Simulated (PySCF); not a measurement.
**Excitation energy of Sn⁺ by level of theory**

Sn⁺ [Kr] 4d10 5s2 5p1 (2P) → Sn⁺ [Kr] 4d10 5s1 5p2, s spin flipped, as a difference of total energies. Computed with PySCF 2.14 in aug-cc-pVTZ-PP with one added diffuse shell each of d, f type with ECP28MDF (6s5p5d3f, 67 functions), with scalar relativity through the core potential. Correlated levels: valence: 4s2 4p6 4d10 frozen. The calculations carry no spin-orbit coupling.

```csv
method,excitation energy (eV)
UHF,8.313
LDA,7.760
PBE,7.618
PBE0,7.829
r2SCAN,7.793
CAM-B3LYP,8.067
wB97X,8.223
BHandHLYP,8.071
MN15,7.927
MP2 (valence),7.815
SCS-MP2 (valence),7.770
```

Task: How much does correlation contribute at MP2 (valence)?

Result: 7.815 − (8.313) = -0.498 eV, measured against UHF.

The upper determinant mixes two multiplicities, so it lies between the two terms.
